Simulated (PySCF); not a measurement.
**Spinor energies of As (arsenic, neutral)**

Start: [Ar] 3d10 4s2 4p2 4d1; 4p3/2 filled at m_j = +1/2, +3/2; 4d5/2 filled at m_j = +5/2. Calculated with PySCF 2.14 in x2c-SVPall-2c with one added diffuse shell each of s, p, d type (6s7p4d, 47 functions): generalised Hartree-Fock with the X2C-1e Hamiltonian and a Gaussian nucleus; one run each with spin-orbit coupling (SO) switched off, then screened by Boettger's factors. This is a chosen level, not necessarily the ground level.

| spinor shell | electrons | ε, spin-free (eV) | ε, screened SO (eV) | weight of nominal j (screened SO) | rms radius, screened SO (bohr) |
| --- | --- | --- | --- | --- | --- |
| 1s1/2 | 2 | -11943.6 | -11943.5 | 1.000 | 0.0525 |
| 2s1/2 | 2 | -1574.8 | -1574.8 | 1.000 | 0.219 |
| 2p1/2 | 2 | -1376.8 | -1401.9 | 1.000 | 0.194 |
| 2p3/2 | 4 | -1376.8 | -1364.7 | 1.000 | 0.197 |
| 3s1/2 | 2 | -228.57 | -228.60 | 1.000 | 0.640 |
| 3p1/2 | 2 | -164.88 | -168.54 | 0.999 | 0.660 |
| 3p3/2 | 4 | -164.88 | -163.16 | 0.999 | 0.670 |
| 3d3/2 | 4 | -59.763 | -60.252 | 0.986 | 0.747 |
| 3d5/2 | 6 | -59.763 | -59.499 | 0.991 | 0.751 |
| 4s1/2 | 2 | -21.092 | -21.115 | 1.000 | 2.08 |
| 4p3/2 | 2 | -12.228 | -12.194 | 0.789 | 2.64 |
| 4d5/2 | 1 | -0.820 | -0.824 | 1.000 | 4.19 |

| quantity | spin-free | screened SO |
| --- | --- | --- |
| E (hartree) | -2258.29215 | -2258.36579 |
| M_J | 9/2 | 9/2 |
| ⟨J²⟩ | 24.761 | 24.759 |
| ⟨L²⟩ | 12.009 | 12.081 |
| ⟨S²⟩ | 3.752 | 3.729 |

Each row is a mean over spinors that exchange with the open shell spreads, by up to 5.041 eV (4s1/2).

Rows whose weight is well below 1 are mixtures of j = l ± 1/2: exchange outweighs spin-orbit coupling there, and the label is only the starting occupation.

Without spin-orbit coupling the j labels of p, d and f shells carry no meaning; the spin-free column gives the mean over the occupied spinors of each nl shell.
